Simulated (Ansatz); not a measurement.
CCl$_{3}$ (SMILES Cl[C](Cl)Cl), doublet, at a GFN2-xTB geometry; Ansatz (a quantum-chemistry and plane-wave program) with MP2/aug-cc-pVTZ.

The Ansatz input:
Ansatz 0.2 input:
```yaml
crystal:
  periodic: [false, false, false]
  atoms:
    - {symbol: Cl, position_ang: [-1.09131768, -1.27170277, 0.02712071]}
    - {symbol: C, position_ang: [0.00539435, 0.01040993, 0.30391846]}
    - {symbol: Cl, position_ang: [1.64601907, -0.31080857, -0.05437815]}
    - {symbol: Cl, position_ang: [-0.55660528, 1.57883724, -0.08000789]}
basis:
  gaussian:
    orbitals: aug-cc-pVTZ
magnetization: {spin_polarized: true, initial_magnetization: 1}
correlation: {method: mp2}
```

Problem. What does Ansatz print? Leave out banner, timings and long lists.

Solution. 
```
Functional definition: HF
1143 factors; integrals over basis functions are off by at most 1.1e-3 eV
mean field evaluation 1: about -38539.1896 eV, gradient 1.6e1 eV
mean field evaluation 2: about -38539.4506 eV, gradient 1.6e1 eV
mean field evaluation 4: about -38541.3982 eV, gradient 3.1e0 eV
mean field evaluation 8: about -38541.6310 eV, gradient 3.8e-1 eV
mean field evaluation 16: about -38541.6361 eV, gradient 2.6e-6 eV
mean field -38541.63606538 eV, -1416.3790009435 hartree, gradient 2.6e-6 eV, S^2 0.768753; 0 other end points of the search recorded, 0 dependent functions left out
16 core orbitals not correlated
reference -38541.63606538 eV, -1416.3790009435 hartree; 13, 12 occupied and 167, 168 virtual orbitals, 1143 factors
second order -19.55575949 eV of doubles, -0.00000000 eV of singles
Total energy: -38561.19182487 eV, -1417.0976618495 hartree
```
